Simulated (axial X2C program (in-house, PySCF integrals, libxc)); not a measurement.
Spin–orbit effects down a group: molecules with Sr, HF

Calculated with an in-house relativistic program for diatomic molecules, spin-free (one-electron X2C) or two-component (2c: spin–orbit coupling with atomic mean-field Coulomb and Gaunt terms, which also bring small scalar terms), in Dyall basis sets with cores contracted in-house; open shells are unrestricted.

Basis sets: Br dyall-cv3z, Cl dyall-v3z, F dyall-av3z, Sr dyall-cv3z, Sr dyall-v3z.

```tsv
molecule	spin-free state	Re (Å)	ωe (cm⁻¹)	De (eV)	2c state	Re 2c (Å)	ωe 2c (cm⁻¹)	De 2c (eV)
SrF	M_S = 1/2, Λ = 0	2.103	493.6	4.15	Ω = 1/2	2.103	493.5	4.14
SrCl	M_S = 1/2, Λ = 0	2.642	289.3	3.70	Ω = 1/2	2.642	289.2	n/a
SrBr	M_S = 1/2, Λ = 0	2.811	205.9	3.33	Ω = 1/2	2.812	205.8	3.17
```

Each entry is the lowest single determinant of a limited PBE0 search at one distance. De goes to single-determinant-based atoms at the same level (for ions the charge split of lowest energy) and is withheld (n/a) where an atom does not fit its ground term or J level. Main or longest-lived isotopes.
